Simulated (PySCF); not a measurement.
CH₆Cl₂OSi₂, SMILES C[Si](Cl)(Cl)[SiH2]O.

Geometry: PBE0-D3(BJ)/def2-SVP. The structure was generated by enumeration, and PubChem lists no compound with its InChIKey, so it may never have been made. The values are those of a single conformer.

Calculation: PBE0-D3(BJ)/def2-SVP run with PySCF.

Frequencies are harmonic and unscaled.

### Question
Estimate the vibrational spectrum. (Estimate from the structure and the level; the computed values follow.)

### Answer

| mode | ν (cm⁻¹) | IR (km/mol) | moving atoms (share of kinetic energy) |
|---|---|---|---|
| 1 | 45 | 4.4 | O 50 %, H 19 %, Cl 13 %, Si 11 % |
| 2 | 69 | 3.1 | Cl 42 %, O 34 %, Si 10 %, H 9 % |
| 3 | 111 | 3.3 | Cl 27 %, Si 27 %, H 25 %, C 20 % |
| 4 | 159 | 2.8 | Cl 32 %, H 22 %, O 18 %, C 17 %, Si 11 % |
| 5 | 173 | 0.9 | H 83 %, Cl 11 % |
| 6 | 180 | 5.6 | Cl 48 %, H 19 %, Si 16 %, C 14 % |
| 7 | 194 | 6.6 | Cl 27 %, C 24 %, Si 24 %, H 22 % |
| 8 | 236 | 5.8 | Si 34 %, Cl 27 %, O 17 %, H 16 % |
| 9 | 337 | 135.4 | H 87 %, O 10 % |
| 10 | 400 | 14.6 | Si 44 %, Cl 31 %, C 12 %, H 12 % |
| 11 | 508 | 27.2 | H 73 %, Si 19 % |
| 12 | 531 | 43.9 | Si 60 %, Cl 26 %, H 13 % |
| 13 | 568 | 106.2 | Si 56 %, Cl 34 %, H 8 % |
| 14 | 709 | 28.9 | H 90 % |
| 15 | 745 | 47.2 | Si 39 %, C 35 %, H 25 % |
| 16 | 788 | 174.5 | H 73 %, C 17 %, Si 10 % |
| 17 | 796 | 50.4 | H 70 %, C 20 %, Si 9 % |
| 18 | 825 | 88.1 | H 60 %, O 32 % |
| 19 | 886 | 159.5 | H 35 %, Si 33 %, O 29 % |
| 20 | 918 | 140.3 | H 84 %, O 10 % |
| 21 | 945 | 88.5 | H 87 %, Si 11 % |
| 22 | 1261 | 25.9 | H 78 %, C 22 % |
| 23 | 1417 | 6.8 | H 96 % |
| 24 | 1419 | 5.2 | H 96 % |
| 25 | 2219 | 107.5 | H 97 % |
| 26 | 2259 | 94.8 | H 97 % |
| 27 | 3060 | 0.1 | H 97 % |
| 28 | 3173 | 0.1 | H 91 %, C 9 % |
| 29 | 3177 | 0.1 | H 91 %, C 9 % |
| 30 | 3892 | 86.3 | H 94 % |
